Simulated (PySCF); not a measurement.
**Spin-rotation constants: `C=C(c1ccccc1)[C@H](C)O`, C10H12O**

Geometry (Å), atoms numbered from 1 in this order:
```xyz
23

C     1.113   -1.567    1.497
C     0.854   -0.475    0.789
C    -0.521   -0.142    0.374
C    -1.328   -1.118   -0.206
C    -2.623   -0.826   -0.591
C    -3.136    0.445   -0.397
C    -2.344    1.422    0.182
C    -1.046    1.134    0.560
C     1.943    0.484    0.341
C     1.924    0.613   -1.188
O     3.222    0.126    0.803
H     2.109   -1.810    1.827
H     0.327   -2.231    1.813
H    -0.926   -2.108   -0.366
H    -3.235   -1.592   -1.045
H    -4.149    0.675   -0.696
H    -2.741    2.415    0.341
H    -0.441    1.900    1.022
H     1.759    1.468    0.788
H     0.970    1.006   -1.527
H     2.079   -0.364   -1.645
H     2.719    1.281   -1.508
H     3.469   -0.710    0.390
```

Level of theory: GIAO KT3/pcSseg-1 magnetisability, rotational g tensor and spin-rotation constants, non-relativistic, gas phase (PySCF 2.14.0). Geometry: GFN2-xTB.

Problem. Give the nuclear spin-rotation constants along the inertial axes (H = +C I·J) beside the isotropic shieldings.

Solution. Rotational constants 2.3855, 0.6892, 0.6266 GHz. A star marks the isotopologue with that one atom substituted, in its own axes.
| atom | isotope | Caa (kHz) | Cbb (kHz) | Ccc (kHz) | mean (kHz) | σ (ppm) |
| --- | --- | --- | --- | --- | --- | --- |
| H12 | 1H | 0.186 | -0.062 | -0.070 | 0.018 | 26.5 |
| H13 | 1H | -0.044 | 0.005 | -0.071 | -0.037 | 26.6 |
| H14 | 1H | -0.160 | 0.024 | -0.034 | -0.057 | 24.5 |
| H15 | 1H | -0.069 | -0.019 | -0.019 | -0.036 | 24.4 |
| H16 | 1H | 0.248 | -0.064 | -0.062 | 0.041 | 24.5 |
| H17 | 1H | -0.162 | 0.021 | -0.031 | -0.057 | 24.4 |
| H18 | 1H | -0.084 | -0.018 | -0.018 | -0.040 | 24.6 |
| H19 | 1H | -0.231 | -0.006 | -0.013 | -0.083 | 26.8 |
| H20 | 1H | 0.012 | -0.063 | -0.066 | -0.039 | 30.4 |
| H21 | 1H | -0.291 | -0.035 | -0.022 | -0.116 | 31.4 |
| H22 | 1H | -0.120 | -0.023 | -0.067 | -0.070 | 30.4 |
| H23 | 1H | -0.271 | -0.051 | -0.040 | -0.121 | 31.6 |
| C1 | 13C* | 0.913 | 0.206 | 0.092 | 0.404 | 80.5 |
| C2 | 13C* | 1.224 | 0.255 | 0.113 | 0.531 | 30.4 |
| C3 | 13C* | 1.091 | 0.204 | 0.143 | 0.479 | 48.4 |
| C4 | 13C* | 0.782 | 0.233 | 0.156 | 0.390 | 62.5 |
| C5 | 13C* | 0.886 | 0.210 | 0.149 | 0.415 | 62.2 |
| C6 | 13C* | 1.083 | 0.182 | 0.119 | 0.462 | 63.4 |
| C9 | 13C* | 0.473 | 0.171 | 0.153 | 0.266 | 110.3 |
| C10 | 13C* | 0.401 | 0.117 | 0.089 | 0.202 | 157.1 |
| O11 | 17O* | -0.326 | -0.076 | -0.055 | -0.152 | 261.5 |

For the geometry as given, no vibrational averaging.
